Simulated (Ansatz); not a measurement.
Consider the ligand exchange at the Si–C bond: `B/C=C\[SiH](N)F` + `N[SiH](N)F` → `N[Si@H](F)N[Si@H](N)F` + `BC=C`.

Program: Ansatz. Geometries: PBE0-D4/def2-TZVP. ΔE: electronic, gas phase. CCSD(T)/CBS is the MP2 limit (def2-TZVPP, def2-QZVPP) plus CCSD(T) − MP2 in def2-TZVPP, frozen cores. Functionals use def2-TZVPP. B3LYP here is the variant with VWN-RPA as its local correlation; programs differ in this. Each species was taken in one conformer, which may not be the lowest.

```json
{"level": "PBE-D4", "ΔE (kJ/mol)": "-78.4", "difference from CCSD(T)/CBS": "7.3"}
{"level": "r2SCAN-D4", "ΔE (kJ/mol)": "-85.5", "difference from CCSD(T)/CBS": "0.2"}
{"level": "PBE0-D4", "ΔE (kJ/mol)": "-83.1", "difference from CCSD(T)/CBS": "2.6"}
{"level": "B3LYP-D4", "ΔE (kJ/mol)": "-87.3", "difference from CCSD(T)/CBS": "-1.6"}
{"level": "ωB97X-V", "ΔE (kJ/mol)": "-85.2", "difference from CCSD(T)/CBS": "0.5"}
{"level": "ωB97M-V", "ΔE (kJ/mol)": "-86.3", "difference from CCSD(T)/CBS": "-0.6"}
{"level": "B2PLYP", "ΔE (kJ/mol)": "-85.6", "difference from CCSD(T)/CBS": "0.1"}
{"level": "PBE", "ΔE (kJ/mol)": "-75.3", "difference from CCSD(T)/CBS": "10.4"}
{"level": "r2SCAN", "ΔE (kJ/mol)": "-84.5", "difference from CCSD(T)/CBS": "1.2"}
{"level": "PBE0", "ΔE (kJ/mol)": "-80.2", "difference from CCSD(T)/CBS": "5.5"}
{"level": "B3LYP", "ΔE (kJ/mol)": "-82.5", "difference from CCSD(T)/CBS": "3.2"}
{"level": "HF/def2-TZVPP", "ΔE (kJ/mol)": "-92.5", "difference from CCSD(T)/CBS": "-6.8"}
{"level": "MP2/def2-TZVPP", "ΔE (kJ/mol)": "-88.3", "difference from CCSD(T)/CBS": "-2.6"}
{"level": "SCS-MP2/def2-TZVPP", "ΔE (kJ/mol)": "-87.6", "difference from CCSD(T)/CBS": "-1.9"}
{"level": "CCSD/def2-TZVPP", "ΔE (kJ/mol)": "-87.8", "difference from CCSD(T)/CBS": "-2.1"}
{"level": "CCSD(T)/def2-TZVPP", "ΔE (kJ/mol)": "-87.2", "difference from CCSD(T)/CBS": "-1.5"}
{"level": "HF/def2-QZVPP", "ΔE (kJ/mol)": "-92.7", "difference from CCSD(T)/CBS": "-7.0"}
{"level": "MP2/def2-QZVPP", "ΔE (kJ/mol)": "-87.5", "difference from CCSD(T)/CBS": "-1.8"}
{"level": "SCS-MP2/def2-QZVPP", "ΔE (kJ/mol)": "-86.8", "difference from CCSD(T)/CBS": "-1.1"}
{"level": "HF/CBS(def2)", "ΔE (kJ/mol)": "-92.8", "difference from CCSD(T)/CBS": "-7.1"}
{"level": "MP2/CBS(def2)", "ΔE (kJ/mol)": "-86.8", "difference from CCSD(T)/CBS": "-1.1"}
{"level": "CCSD/CBS(def2)", "ΔE (kJ/mol)": "-86.3", "difference from CCSD(T)/CBS": "-0.6"}
{"level": "CCSD(T)/CBS", "ΔE (kJ/mol)": "-85.7", "difference from CCSD(T)/CBS": "0"}
```

Largest T1 diagnostic among the species: 0.011.

In def2-TZVPP, CCSD(T) changes the Hartree–Fock value by +5.3 kJ/mol (the triples alone add +0.6 kJ/mol) and MP2 by +4.2 kJ/mol. The D4 term adds −4.8 kJ/mol with B3LYP and −2.8 kJ/mol with PBE0; it sums over pairs of atoms, weighted by their polarisabilities, and B3LYP, whose exchange is more repulsive, gets the larger term. From PBE to PBE0 (25 % exact exchange), in def2-TZVPP and without D4, ΔE moves by −4.9 kJ/mol.
